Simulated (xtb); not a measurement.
Si(All)(H)2(OH) (C3H8OSi), SMILES [SiH2](O)CC=C. All values are semi-empirical tight-binding results from xtb (GFN2-xTB unless named), good for trends rather than for accurate numbers. The structure is a stationary point at GFN2-xTB. The values are those of a single conformer.

Optimised geometry:

```xyz
13

Si     0.6764     0.5016     0.9525
O      2.0464     0.0152     0.2250
C     -0.8100    -0.5984     0.4519
C     -0.9845    -0.6223    -1.0244
C     -1.8915     0.0700    -1.6916
H      1.0151     0.3261     2.3574
H      0.3653     1.8849     0.5845
H      2.1026    -0.1017    -0.7197
H     -0.6410    -1.6132     0.8150
H     -1.7150    -0.2235     0.9274
H     -0.2803    -1.2443    -1.5654
H     -1.9636     0.0364    -2.7655
H     -2.6077     0.6953    -1.1839
```

```yaml
orbital_gap: 4.79 eV
dipole_moment: 0.86 D
zero_point_energy: 62.0 kcal/mol
G − E(el) at 298.15 K (modified RRHO): 42.3 kcal/mol
static polarisability (D4 model): 71.7 bohr³
solvation energy, GFN2-xTB/ALPB(water): -3.2 kcal/mol
solvation energy, GFN2-xTB/ALPB(hexane): -3.3 kcal/mol
```

Problem. Give the atomic charges and the Wiberg bond orders between heavy atoms. (An estimate is asked for; the answer gives what the named calculation found.)

Solution. charges (e) Si1 0.52, O2 -0.47, C3 -0.16, C4 -0.03, C5 -0.11, H6 -0.08, H7 -0.09, H8 0.30, H9 0.03, H10 0.02, H11 0.01, H12 0.03, H13 0.03. Bond orders Si1–O2 1.20, Si1–C3 0.83, C3–C4 1.06, C4–C5 1.95.
